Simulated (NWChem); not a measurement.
CH6GeSi, singlet; SMILES [CH3][Ge][SiH3]

Results from NWChem. Low-valent species are run as closed-shell singlets; no triplet was tried in these runs. Geometry: optimised at PBE-D3(BJ)/def2-SVP. Total energies of different functionals are on different scales.

```
level                  energy (Ha)  highest occupied level (eV)  orbital gap (eV)  dipole (D)
---------------------  -----------  ---------------------------  ----------------  ----------
B3LYP/def2-SVP          -2407.8571                        -6.05              2.98        1.14
PBE/def2-SVP            -2407.2536                        -5.27              1.61        1.19
BLYP/def2-SVP           -2407.8029                        -5.11              1.57        1.17
B97-D/def2-SVP          -2408.7941                        -5.24              1.64        1.16
revPBE/def2-SVP         -2407.5551                        -5.24              1.65        1.19
Hartree-Fock/def2-SVP   -2405.2333                        -8.34              8.63        1.06
PW91/def2-SVP           -2407.8950                        -5.31              1.60        1.18
MPW1K/def2-SVP          -2407.9276                        -6.98              4.67        1.14
B3PW91/def2-SVP         -2407.7639                        -6.11              3.05        1.17
```
